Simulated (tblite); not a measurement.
A tight-binding relaxation on `C#C[C@@H]1C[S@](=O)[C@@H]1[SiH2]C`.

Computed with GFN2-xTB geometry optimisation, gas phase (tblite 0.8.0). Start geometry: from a force field or distance geometry. A driver script takes a list of jobs; this job's settings line and coordinates (Å) are shown.

Command:
```bash
OMP_NUM_THREADS=1 python probes_run.py task.json out
```

Input:
```
{"job": {"kind": "relax", "xc": "GFN2-xTB", "basis": "xTB"}, "charge": 0, "multiplicity": 1}
C     -2.770600     1.458800    -0.317200
C     -2.023600     0.569200    -0.636000
C     -1.099600    -0.538900    -0.979700
C     -1.420600    -1.771900    -0.147200
S     -0.598100    -0.926500     1.247800
O     -1.365100     0.226200     1.831200
C      0.210900    -0.519500    -0.307500
Si     1.269400     0.979500    -0.358400
C      2.914800     0.463700     0.413600
H     -3.454900     2.230900    -0.032700
H     -1.104400    -0.727000    -2.060600
H     -0.877000    -2.655800    -0.516800
H     -2.510800    -1.892300     0.024700
H      0.807700    -1.419400    -0.648200
H      0.738600     2.103800     0.413200
H      1.610800     1.400600    -1.721800
H      2.740700    -0.453000     1.031800
H      3.249200     1.228000     1.115100
H      3.673000     0.252700    -0.343600
```

Output:
```
step      E/eV     max force
  0    -730.32251    2.837
  1    -730.68199    1.624
  2    -730.84426    1.051
  3    -730.95192    1.642
  4    -730.95572    3.960
  5    -731.05026    0.803
  6    -731.08332    0.545
  7    -731.11045    0.544
  8    -731.12674    0.464
  9    -731.15393    0.504
... (126 lines left out)
136    -731.53514    0.033
137    -731.53521    0.030
138    -731.53526    0.015
139    -731.53531    0.015
140    -731.53536    0.016
141    -731.53540    0.014
142    -731.53542    0.012
143    -731.53543    0.011
144    -731.53544    0.012
145    -731.53546    0.009
```

«max force» is the largest atomic force in eV/Å.

From which step on does the largest force stay under 0.1 eV/Å, and how much energy is left to gain from there?

From step 97 (0.055 eV/Å), 8.2 meV above the end.

Summary of the converged run: energy lowered by 28.0 kcal/mol over 145 steps; largest atomic force 0.009 eV/Å at the end.

Where do the atoms end?

1.181 Å rms from the input after alignment:
```
atom  x, y, z in Å
C1    -2.4336    1.5782   -1.4835
C2    -1.8702    0.5402   -1.2875
C3    -1.2120   -0.7174   -1.0175
C4    -1.6103   -1.3747    0.3064
S5     0.1283   -1.9762    0.5681
O6     0.6291   -1.4821    1.8518
C7     0.2903   -0.6424   -0.7057
Si8    0.9181    0.9639    0.1159
C9     2.6971    0.6594    0.6826
H10   -2.9199    2.4892   -1.6663
H11   -1.4024   -1.4004   -1.8533
H12   -2.3676   -2.1525    0.2575
H13   -1.8526   -0.6505    1.0791
H14    0.9265   -0.9531   -1.5340
H15    0.0249    1.3342    1.2127
H16    0.8595    1.9969   -0.9278
H17    2.7249   -0.1007    1.4575
H18    3.1295    1.5680    1.0889
H19    3.3304    0.3292   -0.1370
```

How long does this job take on an Arm Neoverse V1 with one thread (shared host)?

About 1.5 s.
Labels such as C1 count atoms from 1, the log's own numbers from 0.
